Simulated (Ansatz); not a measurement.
Geometry optimisation, RKS PBE/6-31G* in Ansatz.

Input:

```yaml
crystal:
  periodic: [false, false, false]
  atoms:
    - { symbol: B, position_ang: [0.19258, -0.232844, 0.248333] }
    - { symbol: "N", position_ang: [0.110495, -0.792659, 1.605832] }
    - { symbol: H, position_ang: [-0.770378, -1.108216, 2.008625] }
    - { symbol: H, position_ang: [0.91043, -0.791604, 2.234579] }
    - { symbol: Cl, position_ang: [1.760163, 0.331352, -0.362936] }
    - { symbol: Cl, position_ang: [-1.241488, -0.243045, -0.797627] }
    - { symbol: Si, position_ang: [-0.866059, 2.657045, 1.005923] }
    - { symbol: H, position_ang: [-2.333072, 2.586202, 0.6771] }
    - { symbol: H, position_ang: [-0.648081, 3.815017, 1.942811] }
    - { symbol: H, position_ang: [-0.078438, 2.902363, -0.247771] }
    - { symbol: H, position_ang: [-0.429952, 1.41289, 1.662032] }
basis:
  gaussian: { orbitals: "6-31G*" }
hamiltonian:
  xc: pbe
relax:
  f_tol: 0.03
  max_steps: 50
```

Launched with:

```bash
$ ansatz run input.yaml --threads 2 --pin off --max-ram 3072MiB --backend cpu --events-out ev --progress --plain --runs-dir out
```

**Question.** Where does it end, and by what steps?

**Answer.** It converged. After 6 steps the energy has fallen by 0.407 eV; Cl5 moved furthest, 0.59 Å.

```csv
step,energy less start (eV),largest force component (eV/Å),accepted
0,0.0000,2.252,yes
1,-0.2283,1.116,yes
2,-0.3438,0.347,yes
3,-0.3723,0.216,yes
4,-0.3837,0.579,yes
5,-0.4027,0.138,yes
6,-0.4067,0.022,yes
```

```xyz
11
Properties=species:S:1:pos:R:3
B 0.376 -0.696 0.215
N 0.242 -1.146 1.531
H -0.654 -1.423 1.926
H 1.032 -1.211 2.168
Cl 1.972 -0.220 -0.408
Cl -1.055 -0.591 -0.840
Si -1.062 3.165 1.073
H -2.527 3.059 0.775
H -0.814 4.368 1.932
H -0.291 3.292 -0.204
H -0.613 1.939 1.809
```

Whether the end is a true minimum wasn't checked by a vibrational analysis.

The run took 9 s on 2 threads of Intel(R) Xeon(R) 6975P-C (Granite Rapids) (shared host), peak memory 0.17 GiB.
